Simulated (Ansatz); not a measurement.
Calculated with Ansatz (gas phase, PBE0-D4/def2-TZVP geometries, no zero-point term in ΔE). CBS: MP2 limit from def2 TZ/QZ plus the TZ coupled-cluster correction, frozen cores. This one scheme is used for every species. DFT in def2-TZVPP. HSE06 is defined as in plane-wave codes. One conformer a species, not always the lowest.

Reaction (substitution at a C–B bond): `BCBC` + H–F → `CBCF` + BH₃

| level | ΔE (kJ/mol) | difference from CCSD(T)/CBS |
| --- | --- | --- |
| BLYP-D4 | 109.7 | -17.9 |
| B97M-V | 119.5 | -8.1 |
| PBE0-D4 | 124.7 | -2.9 |
| r2SCAN0-D4 | 123.5 | -4.1 |
| HSE06-D4 | 124.8 | -2.8 |
| ωB97M-V | 117.2 | -10.4 |
| PBE-QIDH | 127.6 | 0.0 |
| PBE0 | 121.3 | -6.3 |
| r2SCANh | 121.0 | -6.6 |
| RPA@PBE/def2-TZVPP | 111.4 | -16.2 |
| CCSD/def2-SVP | 108.9 | -18.7 |
| HF/def2-TZVPP | 88.5 | -39.1 |
| MP2/def2-TZVPP | 134.4 | 6.8 |
| SCS-MP2/def2-TZVPP | 119.8 | -7.8 |
| CCSD(T)/def2-TZVPP | 122.8 | -4.8 |
| HF/CBS(def2) | 89.1 | -38.5 |
| CCSD(T)/CBS | 127.6 | 0 |

Largest T1 diagnostic among the species: 0.011.

At CCSD(T), def2-SVP lies −15.8 kJ/mol from the extrapolated value and def2-TZVPP −4.8 kJ/mol. In def2-TZVPP, CCSD(T) changes the Hartree–Fock value by +34.3 kJ/mol (the triples alone add +4.0 kJ/mol) and MP2 by +45.9 kJ/mol.
